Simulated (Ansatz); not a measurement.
Computed with Ansatz.

A structure relaxed at PBE0-D4/def2-TZVP, charge 0, multiplicity 1:

| atom | x (Å) | y (Å) | z (Å) |
| --- | --- | --- | --- |
| O1 | 2.279 | 0.825 | -1.037 |
| C2 | 1.189 | 0.532 | -0.303 |
| C3 | 0.036 | 0.018 | -0.735 |
| Si4 | -1.361 | -0.331 | 0.415 |
| O5 | -0.863 | -0.267 | 1.989 |
| H6 | 2.104 | 0.615 | -1.961 |
| H7 | 1.361 | 0.772 | 0.742 |
| H8 | -0.071 | -0.198 | -1.799 |
| H9 | -1.935 | -1.667 | 0.083 |
| H10 | -2.442 | 0.681 | 0.315 |
| H11 | -0.297 | -0.979 | 2.292 |

Question: Give its formula and SMILES.

Answer: C2H6O2Si, `O/C=C/[SiH2]O`.

Question: Summarise the bond lengths by kind.

Answer: 1 × C–O 1.346 Å; 2 × H–O 0.958 to 0.964 Å; 1 × C–C 1.334 Å; 2 × C–H 1.086 to 1.091 Å; 1 × C–Si 1.843 Å; 1 × O–Si 1.652 Å; 2 × H–Si 1.484 to 1.492 Å.
